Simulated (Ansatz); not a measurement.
Basis-set extrapolation for BF9Si3 (`F[Si](F)(F)B([Si](F)(F)F)[Si](F)(F)F`) (PBE0-D4/def2-TZVP geometry, frozen core, the Gaussian-basis code of Ansatz). Multiplicity 1, RHF reference.

```
                       def2-TZVPP    def2-QZVPP
                 HF  -1787.522497  -1787.595513
    MP2 correlation     -2.635041     -2.889274
CCSD(T) correlation     -2.731768       not run
```

Energies in hartree. Use E(X) = E(∞) + A·exp(−7.88·√X) for Hartree–Fock and E(X) = E(∞) + B·X^(−2.97) for correlation, with X = 3 and 4, and add CCSD(T) minus MP2 of the smaller set to the MP2 limit.

Q: What is the CCSD(T) energy at the basis-set limit?

A: HF limit: -1787.595513 + (-0.073016) × 0.13774 = -1787.60557. MP2 limit: -2.889274 + (-0.254233) × 0.74074 = -3.07759. Higher-order term: -2.731768 − (-2.635041) = -0.09673. Total: -1790.77989 hartree, 1380.0 kJ/mol below CCSD(T)/def2-TZVPP.
